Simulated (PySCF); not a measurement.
# [YbF4]− at several levels of theory

Computed with PySCF 2.14.0 (density fitting, no spin-orbit coupling) at the geometry relaxed with PBE0:

```xyz
5
[YbF4]− (singlet in the valence; each metal's 4f electrons, 13 of them, lie in its core potential, out of spins and levels)
Yb    0.0000    0.0000    0.0000
F     1.1694    1.1694    1.1694
F    -1.1694   -1.1694    1.1694
F     1.1694   -1.1694   -1.1694
F    -1.1694    1.1694   -1.1694
```

```csv
level,basis,state,HOMO (eV),gap (eV),charge on Yb1 (e),population of f-type functions on Yb1 (polarisation alone where 4f lies in the core),dipole about the centre of mass (D),largest force component (eV/Å)
PBE0,"Yb lcecp-1-SVP with ECP59, F def2-SVP",singlet,-5.02,9.05,1.03,0.07,0.00,0.00
TPSS,the same,singlet,-3.06,6.69,0.87,0.07,0.00,0.12
CAM-B3LYP,the same,singlet,-6.52,11.09,0.97,0.07,0.00,0.02
```

In the lcecp rows the 4f levels are missing from HOMO and gap, and the state counts the valence alone.

Charges are Mulliken's, which hang on the basis. The relaxation used the grid (50, 194), these runs (75, 302) or, all-electron (x2c bases, spin-free X2C Hamiltonian), (99, 590).

Task: What does PBE0 with Yb lcecp-1-TZVP with ECP59, F def2-TZVP give here?

Result: state singlet, HOMO (eV) -5.41, gap (eV) 9.28, charge on Yb1 (e) 1.56, population of f-type functions on Yb1 (polarisation alone where 4f lies in the core) 0.09, dipole about the centre of mass (D) 0.00, largest force component (eV/Å) 0.12. Time: 10 s on 2 threads of Arm Neoverse V1, with other jobs on the host, from free ions and atoms.

In the first row's basis the gap widens with exact exchange: 6.7 eV for TPSS (none); 9.1 eV for PBE0 (a fixed share); 11.1 eV for CAM-B3LYP (rising or full at long range).

An lcecp potential fixes the number of 4f electrons, so in runs with it no electron can move into or out of that shell.
